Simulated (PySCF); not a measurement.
Ionisation of tetrachlorosilane

Parent: tetrachlorosilane, `Cl[Si](Cl)(Cl)Cl` (Cl4Si). Non-hydrogen atoms are numbered in `[Cl:1][Si:2]([Cl:3])([Cl:4])[Cl:5]`.

Level of theory: ωB97X-D3(BJ)/ma-def2-TZVP single points in PySCF, grid level 2; every species was optimised with PBE0-D3(BJ)/def2-SVP. The prefix ma- adds one diffuse s and one diffuse p function on all atoms but H. ωB97X-D3(BJ) is ωB97X-V with D3(BJ) in place of VV10. Zero-point and thermal terms (298.15 K, 1 bar) come from unscaled PBE0-D3(BJ)/def2-SVP harmonic frequencies, with soft modes damped to free rotors in the entropy.

Frontier levels of the parent: HOMO -12.09 eV, LUMO 0.83 eV.

Oxidation to the radical cation:
```
Vertical ionisation energy (electronic)              : 12.17 eV
Adiabatic ionisation energy (with zero-point energy) : 11.54 eV
Adiabatic, electronic part                           : 11.56 eV
Vertical gap at the product's structure              : 10.48 eV
Inner reorganisation energy (four-point)             : 1694 meV
Relaxation of product / of parent                    : 614 / 1080 meV
⟨S²⟩ of the product                                  : 0.758
Largest spin populations                             : Cl4 0.52, Cl1 0.51
Largest changes of atomic charge                     : Cl4 0.35, Cl1 0.35, Cl5 0.14, Cl3 0.14
Distances that move most (Å)                         : Si2–Cl4 2.033 → 2.109; Cl1–Si2 2.033 → 2.106; Si2–Cl3 2.033 → 1.979; Si2–Cl5 2.033 → 1.979
Potential in water                                   : 9.20 V absolute, 4.68 V against Fc+/Fc computed at 4.52 V (solvation -2 → -222 kJ/mol)
```

Solvents are IEF-PCM continua (electrostatics only, gas-phase structures); absolute potentials refer to an electron at rest in vacuum. Fc+/Fc in water, 4.52 V, is ωB97X-D3(BJ)/ma-def2-TZVP on PBE0-D3(BJ)/def2-SVP structures with GFN2-xTB thermal terms. Benchmark calculations put it near 5.0 V in acetonitrile and DMSO, so it is about 0.5 V low, and the value against it can read up to that much too high.

Measured values (NIST Chemistry WebBook, evaluated or the median of agreeing entries): vertical ionisation energy 12.06 eV (computed 12.17, difference 0.11); adiabatic ionisation energy 11.79 eV (computed 11.54, difference -0.25).

Caveats: spin-orbit coupling is left out of the energies, which matters for open shells on the heavier atoms; Cl3 and Cl4 are equivalent in the parent, but the relaxed radical cation is symmetry-broken (Td to C2v), as a Jahn-Teller-type distortion or an artefact of the method; its spin populations, distances and adiabatic value belong to that structure.

Structures, frequencies and single points took 5.9 min of wall time on 1 thread of Arm Neoverse V1 (shared host), launched as `OMP_NUM_THREADS=1 python redox_run.py task.json out`.
